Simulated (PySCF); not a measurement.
CH3F3Si, SMILES FC[SiH](F)F. Atoms are numbered in the order given.

```xyz
8

F      1.9037    -0.6374     0.0000
C      1.2883     0.6024     0.0000
Si    -0.5793     0.4109     0.0000
F     -1.0392    -0.4274     1.3010
F     -1.0392    -0.4274    -1.3010
H      1.6140     1.1739    -0.8891
H      1.6140     1.1739     0.8891
H     -1.2754     1.7154     0.0000
```
Charge 0, spin multiplicity 1.

Geometry: ωB97X-D3(BJ)/def2-SVP. One conformer was computed; it need not be the lowest.

Two levels are set side by side: PBE/pcSseg-1 (PySCF) and KT2/pcSseg-1 (PySCF). GIAO shifts against CFCl3 (¹⁹F), TMS (²⁹Si), TMS (¹H), TMS (¹³C) at the same level; non-relativistic, no solvent, atoms listed together averaged. Differences are taken from unrounded values.

```tsv
quantity	KT2	PBE	PBE minus KT2
δ(¹⁹F) of F1 (ppm)	-338.2	-334.8	3.4
δ(¹³C) of C2 (ppm)	78.4	81.1	2.8
δ(²⁹Si) of Si3 (ppm)	-6.5	-9.2	-2.7
δ(¹⁹F) of F4, F5 (ppm)	-190.3	-182.8	7.5
δ(¹H) of H6, H7 (ppm)	4.78	4.84	0.06
δ(¹H) of H8 (ppm)	5.30	5.35	0.05
```

Rough cost on one machine, each run with all the roots and properties that it gave: KT2 against PBE within a factor of 2.
